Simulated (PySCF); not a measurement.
Computed structure and properties of [Dy(BH4)3(H2O)]−

System: [Dy(BH4)3(H2O)]− (singlet in the valence; each metal's 4f electrons, 10 of them, lie in its core potential, out of spins and levels); start: displaced along the imaginary mode (C1). Method: PySCF 2.14.0, RKS PBE0, Dy lcecp-0-SVP with ECP56, B def2-SVP, H def2-SVP, O def2-SVP; non-relativistic Hamiltonian with scalar-relativistic core potentials where named; density fitting; no spin-orbit coupling.

Input of the relaxation:

```python
mol = gto.M(atom='''
Dy     0.08768    -0.09359     0.13255
B      1.38550     2.00661     1.17863
H      1.98547     2.95379     1.66586
H      1.97845     0.93146     1.41645
H      1.30311     2.11670    -0.06550
H      0.22896     1.92028     1.63500
B     -1.98181    -1.40318     1.20887
H     -2.91813    -2.00892     1.71022
H     -1.91068    -0.23792     1.64669
H     -2.09397    -1.34281    -0.03389
H     -0.89628    -1.97535     1.45746
B      1.23637    -1.24153    -2.02910
H      1.77024    -1.77367    -2.99244
H      0.68094    -2.08623    -1.29948
H      0.35965    -0.42954    -2.40418
H      2.06717    -0.61082    -1.34609
O     -1.35555     1.38553    -1.43921
H     -0.69051     1.99462    -1.85902
H     -1.60430     0.75249    -2.16530''',
    basis={'Dy': 'lcecp-0-SVP', 'B': 'def2-SVP', 'H': 'def2-SVP', 'O': 'def2-SVP'},
    ecp={'Dy': 'lcecp-0-SVP'},
    charge=-1, spin=0)
mf = dft.RKS(mol, xc='PBE0')
mf.grids.atom_grid = (50, 194)  # f atoms: unpruned, at least (60, 302)
mf = mf.density_fit()  # fitting sets: Dy AutoAux, B def2-universal-JKFIT, H def2-universal-JKFIT, O def2-universal-JKFIT
mf.conv_tol = 1e-08; mf.max_cycle = 55
mf.kernel(dm0)  # dm0: converged density of the start geometry
# quasi-Newton relaxation in Cartesian coordinates to a largest gradient under 0.00045 Eh/bohr, steps kept in the point group
```

Run from Python with OMP_NUM_THREADS=4; the lines above give its settings. Where DIIS fails, smearing, a level shift and second-order steps follow.
It took 6.7 min on 4 threads of Arm Neoverse V1, on a shared host, from the converged density of the start.

Course of the relaxation:

```csv
step,energy above end (eV),largest force component within the symmetry (eV/Å)
0,0.1732,1.428
1,0.1340,0.189
2,0.1321,0.047
3,0.1313,0.051
4,0.1287,0.347
5,0.1263,0.383
6,0.1147,0.211
7,0.1049,0.501
47,0.0006,0.030
48,0.0004,0.027
49,0.0003,0.025
50,0.0002,0.016
51,0.0001,0.010
52,0.0000,0.007
```
(The steps between are left out.)

Relaxed geometry (C1, nearly Cs):

```xyz
19

Dy   -0.1525   -0.1917    0.0393
B     1.1339    1.9614    1.1067
H     1.6876    2.8931    1.6706
H     1.4735    0.8736    1.6179
H     1.4504    1.9211   -0.0999
H    -0.1062    2.0600    1.1969
B    -1.9610   -1.5533    1.4352
H    -2.7935   -2.1755    2.0767
H    -2.0635   -0.3247    1.6344
H    -2.0910   -1.7535    0.2098
H    -0.7998   -1.8929    1.7535
B     0.9553   -1.2333   -2.2132
H     1.4272   -1.7783   -3.1993
H     1.3389   -1.8035   -1.1699
H    -0.2914   -1.2704   -2.2376
H     1.3225   -0.0420   -2.1428
O    -0.6908    1.6713   -1.6881
H    -0.0771    2.2673   -1.2251
H    -0.1301    1.2292   -2.3475
```

```json
{"contact": "Dy1–H4 (BH4)", "Å": "2.504"}
{"contact": "Dy1–H9 (BH4)", "Å": "2.493"}
{"contact": "Dy1–H14 (BH4)", "Å": "2.507"}
{"contact": "Dy1–O17 (H2O)", "Å": "2.597"}
```

On the finer grid (75, 302):

| Item | Value |
| --- | --- |
| HOMO | not given (4f levels lie in the core) |
| LUMO | not given (4f levels lie in the core) |
| Dipole about the centre of mass | 2.56 D |
| Set of Mulliken populations of Dy1 outside the core potential | s 2.30, p 6.38, d 0.91, f 0.02 |
| D3(BJ) dispersion energy (not in the energies) | -0.352 eV |

| atom | Mulliken (e) | Löwdin (e) | spin (e) |
| --- | --- | --- | --- |
| Dy1 | 0.39 | 0.34 | 0.00 |
| B2 | -0.38 | -0.49 | 0.00 |
| H3 | -0.06 | -0.03 | 0.00 |
| H4 | -0.02 | 0.01 | 0.00 |
| H5 | -0.07 | -0.01 | 0.00 |
| H6 | 0.00 | 0.01 | 0.00 |
| B7 | -0.34 | -0.47 | 0.00 |
| H8 | -0.07 | -0.03 | 0.00 |
| H9 | -0.02 | 0.01 | 0.00 |
| H10 | -0.01 | 0.01 | 0.00 |
| H11 | -0.03 | 0.01 | 0.00 |
| B12 | -0.37 | -0.49 | 0.00 |
| H13 | -0.06 | -0.03 | 0.00 |
| H14 | -0.02 | 0.01 | 0.00 |
| H15 | 0.00 | 0.01 | 0.00 |
| H16 | -0.07 | -0.01 | 0.00 |
| O17 | -0.29 | -0.06 | 0.00 |
| H18 | 0.22 | 0.11 | 0.00 |
| H19 | 0.22 | 0.11 | 0.00 |

The 4f levels lie in the core potential and are missing. Their spin isn't counted.

No frequency check is given here.

Taking off one BH4 (charge -1, singlet; the rest: singlet) in vacuum, both parts rigid, costs 3.16 eV; the small basis without counterpoise inflates it.

Rigid scan of BH4 along the line from its metal, all other atoms held (where the atom bridges, its other bond changes as well):

```json
{"distance to B2 (Å)": "2.43", "energy (eV)": "0.322"}
{"distance to B2 (Å)": "2.53", "energy (eV)": "0.126"}
{"distance to B2 (Å)": "2.63", "energy (eV)": "0.027"}
{"distance to B2 (Å)": "2.73", "energy (eV)": "0.000"}
{"distance to B2 (Å)": "2.83", "energy (eV)": "0.024"}
{"distance to B2 (Å)": "2.93", "energy (eV)": "0.082"}
```

Taking off one H2O (charge 0, singlet; the rest: singlet) in vacuum, both parts rigid, costs 0.93 eV; the small basis without counterpoise inflates it.

Rigid scan of H2O along the line from its metal, all other atoms held (where the atom bridges, its other bond changes as well):

distance to O17 (Å), energy (eV) and a bar:
```
     2.30      0.227 ##############################
     2.40      0.086 ###########
     2.50      0.018 ##
     2.60      0.000 
     2.70      0.014 ##
```

One start shape was tried, so this needn't be the lowest isomer.

An lcecp potential fixes the number of 4f electrons, so in runs with it no electron can move into or out of that shell; real Dy(II) is rare or takes another configuration.
